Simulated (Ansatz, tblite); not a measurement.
Removing and adding an electron: Ga13Sb11F6. The state is a singlet with charge 0. Geometry: PBE-D4/def2-SVP. Ansatz, gas phase; energy differences of separate SCF runs; the oxidised species was run as a doublet alone; the reduced species was run as a doublet alone.

```csv
atom,x (Å),y (Å),z (Å)
Sb1,-3.747,1.934,1.852
Sb2,-2.879,-0.572,2.969
Sb3,-0.130,-4.322,-3.522
Sb4,-0.873,-4.200,1.479
Sb5,-1.456,-0.460,-1.360
Sb6,1.822,2.361,-2.321
Sb7,0.736,1.593,1.597
Sb8,2.973,-1.655,-0.464
Sb9,-0.527,5.579,1.005
Sb10,4.322,4.483,1.631
Sb11,2.023,-1.600,3.707
Ga12,-3.031,1.568,-0.721
Ga13,-1.961,-2.443,-3.046
Ga14,0.098,3.516,-0.685
Ga15,-1.869,-1.813,0.859
Ga16,-1.420,3.157,1.760
Ga17,-0.206,-0.476,3.103
Ga18,-1.128,-4.530,-1.104
Ga19,1.713,-3.519,-1.762
Ga20,1.358,-2.662,1.412
Ga21,1.081,0.206,-0.794
Ga22,3.372,2.817,-0.203
Ga23,3.669,1.317,2.725
Ga24,1.775,4.462,1.676
F25,-4.316,1.982,-1.886
F26,-3.271,-2.155,-4.215
F27,-1.717,3.009,-1.245
F28,-2.825,-3.612,-1.630
F29,2.308,-5.127,-1.187
F30,4.110,1.161,0.370
```

In the def2 sets Sb takes a core potential; there is no spin–orbit coupling. The xTB rows come from tblite. Single mean-field runs in def2-SVP are fitted with def2-universal-jkfit. HOMO above LUMO, or a gap near zero within one spin, warns that the state may not be the lowest or that an electron is smeared out.

```
           level  −HOMO (eV)  vertical IE (eV)  −LUMO (eV)  vertical EA (eV)  HOMO–LUMO gap (eV)  IE − EA (eV)                                                                              remarks
 PBE-D4/def2-SVP        4.64              5.99        4.04              2.79                0.59          3.21  gap within one spin near zero (-1 doublet), restricted SCF unstable in HF (singlet)
PBE0-D4/def2-SVP        5.23              6.07        3.69              2.91                1.54          3.16                                              restricted SCF unstable in HF (singlet)
```

(1) Estimate the rows for GFN1-xTB, B97M-V/def2-SVP.

## Answers

(1) 
| level | −HOMO (eV) | vertical IE (eV) | −LUMO (eV) | vertical EA (eV) | HOMO–LUMO gap (eV) | IE − EA (eV) | remarks |
| --- | --- | --- | --- | --- | --- | --- | --- |
| GFN1-xTB | 8.48 | 9.92 | 7.67 | – | 0.81 | – | – |
| B97M-V/def2-SVP | 4.63 | 5.88 | 3.98 | 2.72 | 0.65 | 3.16 | gap within one spin near zero (-1 doublet), restricted SCF unstable in HF (singlet) |

   Raw xTB energy differences between charge states are shifted by several eV; the methods need an empirical correction for them. Sets without diffuse functions give affinities that are too small.
